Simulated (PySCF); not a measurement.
## Computed structure and properties of Lu(OH)3(NH3)

System: Lu(OH)3(NH3) (singlet in the valence; each metal's 4f electrons, 14 of them, lie in its core potential, out of spins and levels); start: template (C1). Method: PySCF 2.14.0, RKS PBE0, Lu lcecp-1-SVP with ECP60, O def2-SVP, H def2-SVP, N def2-SVP; non-relativistic Hamiltonian with scalar-relativistic core potentials where named; density fitting; no spin-orbit coupling.

Input of the relaxation:

```python
mol = gto.M(atom='''
Lu     0.01483    -0.01380     0.01175
O      1.22653     1.19790     1.22345
H      1.74623     1.47010     1.99055
O     -1.19687    -1.22550     1.22345
H     -1.71657    -1.49770     1.99055
O      1.22653    -1.22550    -1.19995
H      1.74623    -1.99260    -1.47215
N     -1.39677     1.39780    -1.39985
H     -2.00997     2.01100    -0.86285
H     -0.85977     2.01100    -2.01305
H     -2.00997     0.86080    -2.01305''',
    basis={'Lu': 'lcecp-1-SVP', 'O': 'def2-SVP', 'H': 'def2-SVP', 'N': 'def2-SVP'},
    ecp={'Lu': 'lcecp-1-SVP'},
    charge=0, spin=0)
mf = dft.RKS(mol, xc='PBE0')
mf.grids.atom_grid = (50, 194)  # f atoms: unpruned, at least (60, 302)
mf = mf.density_fit()  # fitting sets: Lu AutoAux, O def2-universal-JKFIT, H def2-universal-JKFIT, N def2-universal-JKFIT
mf.conv_tol = 1e-08; mf.max_cycle = 55
mf.kernel(dm0)  # dm0: converged density of the start geometry
# quasi-Newton relaxation in Cartesian coordinates to a largest gradient under 0.00045 Eh/bohr, steps kept in the point group
```

Run from Python with OMP_NUM_THREADS=2; the lines above give its settings. Where DIIS fails, smearing, a level shift and second-order steps follow.
It took 96 s on 2 threads of AMD EPYC 9R45 96-Core Processor (Zen 5), on a shared host, from the converged density of the start.

Course of the relaxation:

| step | energy above end (eV) | largest force component within the symmetry (eV/Å) |
| --- | --- | --- |
| 0 | 0.5159 | 1.769 |
| 1 | 0.2332 | 0.943 |
| 2 | 0.1314 | 0.235 |
| 3 | 0.1099 | 0.542 |
| 4 | 0.0668 | 0.154 |
| 5 | 0.0460 | 0.318 |
| 6 | 0.0317 | 0.475 |
| 7 | 0.0215 | 0.314 |
| 14 | 0.0007 | 0.063 |
| 15 | 0.0003 | 0.043 |
| 16 | 0.0002 | 0.022 |
| 17 | 0.0001 | 0.027 |
| 18 | 0.0001 | 0.028 |
| 19 | 0.0000 | 0.022 |
(The steps between are left out.)

Relaxed geometry (Cs, nearly C3v):

```xyz
11

Lu    0.1411   -0.1914    0.2389
O     1.1386    1.2878    1.1768
H     1.6633    1.9095    1.6743
O    -1.3853   -1.0808    1.2090
H    -2.0274   -1.5454    1.7399
O     1.0840   -1.2101   -1.2235
H     1.5866   -1.7384   -1.8379
N    -1.2019    1.2260   -1.2065
H    -1.7921    1.8616   -0.6689
H    -0.6188    1.7990   -1.8173
H    -1.8178    0.6757   -1.8058
```

| contact | Å |
| --- | --- |
| Lu1–O2 (OH) | 2.016 |
| Lu1–O4 (OH) | 2.015 |
| Lu1–O6 (OH) | 2.016 |
| Lu1–N8 (NH3) | 2.429 |

On the finer grid (75, 302):

```yaml
HOMO: -7.00 eV
LUMO: -0.07 eV
Dipole_about_the_centre_of_mass: 4.19 D
Set_of_Mulliken_populations_of_Lu1_outside_the_core_potential: s 2.24, p 6.50, d 1.36, f 0.08
D3_BJ_dispersion_energy_not_in_the_energies: -0.160 eV
```

```json
{"atom": "Lu1", "Mulliken (e)": "0.82", "Löwdin (e)": "0.30", "spin (e)": "0.00"}
{"atom": "O2", "Mulliken (e)": "-0.51", "Löwdin (e)": "-0.29", "spin (e)": "0.00"}
{"atom": "H3", "Mulliken (e)": "0.16", "Löwdin (e)": "0.07", "spin (e)": "0.00"}
{"atom": "O4", "Mulliken (e)": "-0.51", "Löwdin (e)": "-0.29", "spin (e)": "0.00"}
{"atom": "H5", "Mulliken (e)": "0.17", "Löwdin (e)": "0.07", "spin (e)": "0.00"}
{"atom": "O6", "Mulliken (e)": "-0.51", "Löwdin (e)": "-0.29", "spin (e)": "0.00"}
{"atom": "H7", "Mulliken (e)": "0.16", "Löwdin (e)": "0.07", "spin (e)": "0.00"}
{"atom": "N8", "Mulliken (e)": "-0.29", "Löwdin (e)": "0.00", "spin (e)": "0.00"}
{"atom": "H9", "Mulliken (e)": "0.17", "Löwdin (e)": "0.11", "spin (e)": "0.00"}
{"atom": "H10", "Mulliken (e)": "0.17", "Löwdin (e)": "0.11", "spin (e)": "0.00"}
{"atom": "H11", "Mulliken (e)": "0.17", "Löwdin (e)": "0.11", "spin (e)": "0.00"}
```

The 4f levels lie in the core potential and are missing.

No frequency check is given for this geometry.

Taking off one OH (charge -1, singlet; the rest: singlet) in vacuum, both parts rigid, costs 10.77 eV; the small basis without counterpoise inflates it. Most of it is the attraction of opposite charges; other ways to part are cheaper, and one spin state was tried for the rest.

Rigid scan of OH along the line from its metal:

(distance to O2 (Å), energy (eV)): (1.72, 1.479), (1.82, 0.557), (1.92, 0.119), (2.02, 0.000), (2.12, 0.088), (2.22, 0.306), (2.42, 0.942), (2.72, 2.033), (3.12, 3.357), (3.62, 4.650)

Taking off one NH3 (charge 0, singlet; the rest: singlet) in vacuum, both parts rigid, costs 1.47 eV; the small basis without counterpoise inflates it.

Rigid scan of NH3 along the line from its metal:

(distance to N8 (Å), energy (eV)): (2.13, 0.392), (2.23, 0.148), (2.33, 0.032), (2.43, 0.000), (2.53, 0.023), (2.63, 0.081), (2.83, 0.247), (3.13, 0.517), (3.53, 0.815), (4.03, 1.064)

One start shape was tried, so this needn't be the lowest isomer.

An lcecp potential fixes the number of 4f electrons, so in runs with it no electron can move into or out of that shell.
